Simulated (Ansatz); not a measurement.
Cost and result for the atomization energy of `FC(F)(F)COB(Cl)Cl` (11 atoms, 10 bonds).

```csv
atom,x (Å),y (Å),z (Å)
F1,2.536,0.370,-0.374
C2,1.456,-0.085,0.268
F3,1.298,-1.373,-0.046
F4,1.692,-0.014,1.577
C5,0.250,0.737,-0.139
O6,-0.891,0.269,0.528
B7,-1.866,-0.468,-0.027
Cl8,-3.167,-0.998,1.007
Cl9,-1.886,-0.887,-1.732
H10,0.150,0.679,-1.224
H11,0.428,1.771,0.161
```

Total charge 0; spin multiplicity 1. Geometry: relaxed with PBE0-D4/def2-TZVP. It is one conformer, not always the lowest. Program: Ansatz. All runs use 4 threads of an AMD EPYC 7R13 on a shared host and a share of an NVIDIA H100 80 GB. Times are those of one run each, without the atoms' runs, and a repeat can differ threefold. Electronic energies, without spin–orbit coupling; frozen cores. CCSD(T)/CBS adds CCSD(T) − MP2 in def2-TZVPP to the MP2 limit, and its time is that of the two runs behind it. T1 = 0.012. B3LYP takes the VWN-RPA correlation (the form of Gaussian; ORCA's B3LYP/G).

CCSD(T)/CBS is a level of theory with its own doubt, some kJ/mol a heavy atom from the limit and from the frozen cores, so smaller differences don't rank the functionals.

| level | functions | wall time |
| --- | --- | --- |
| r2SCAN-D4/def2-TZVPP (with forces) | 329 | 11 s |
| PBE0-D4/def2-TZVPP | 329 | 12 s |
| ωB97X-V/def2-TZVPP | 329 | 12 s |
| CCSD(T)/def2-SVP | 144 | 12 s |
| revPBE-D4/def2-TZVPP | 329 | 13 s |
| LDA (SPW92)/def2-TZVPP | 329 | 13 s |
| r2SCANh-D4/def2-TZVPP | 329 | 13 s |
| MP2/def2-QZVPP | 599 | 15 s |
| PBE-QIDH/def2-TZVPP | 329 | 15 s |
| BHLYP-D4/def2-TZVPP | 329 | 15 s |
| B3LYP-D4/def2-TZVPP (with forces) | 329 | 16 s |
| CCSD(T)/def2-TZVPP | 329 | 18 s |
| CCSD(T)/CBS(def2) | – | 32 s |

(1) What atomization energy does each give, and how far from CCSD(T)/CBS? (An estimate is asked.)

Answers

(1) Computed: 
```csv
level,atomization (kcal/mol),difference from CCSD(T)/CBS,per bond
r2SCAN-D4/def2-TZVPP (with forces),1097.9,16.0,1.6
PBE0-D4/def2-TZVPP,1095.9,14.0,1.4
ωB97X-V/def2-TZVPP,1089.2,7.3,0.7
CCSD(T)/def2-SVP,1035.7,-46.2,-4.6
revPBE-D4/def2-TZVPP,1090.0,8.1,0.8
LDA (SPW92)/def2-TZVPP,1302.5,220.6,22.1
r2SCANh-D4/def2-TZVPP,1085.4,3.5,0.4
MP2/def2-QZVPP,1120.6,38.7,3.9
PBE-QIDH/def2-TZVPP,1084.8,2.9,0.3
BHLYP-D4/def2-TZVPP,1028.1,-53.8,-5.4
B3LYP-D4/def2-TZVPP (with forces),1075.7,-6.2,-0.6
CCSD(T)/def2-TZVPP,1051.9,-30.0,-3.0
CCSD(T)/CBS(def2),1081.9,0.0,0.0
```

Leaving LDA and LC-ωPBE aside and taking each functional with its dispersion term where it has one, the values, not all of them listed here, spread over 103.5 kcal/mol, from BHLYP-D4 to PBE-D4. LDA lies +178.1 kcal/mol from PBE without D4, its usual overbinding. The D4 term adds +11.5 kcal/mol with B3LYP and +6.1 kcal/mol with PBE0; it sums over pairs of atoms, weighted by their polarisabilities, and B3LYP, whose exchange is more repulsive, gets the larger term. From PBE to PBE0 (25 % exact exchange), in def2-TZVPP and without D4, the atomization energy moves by −34.6 kcal/mol: exact exchange takes away binding that semilocal exchange gives to molecules.
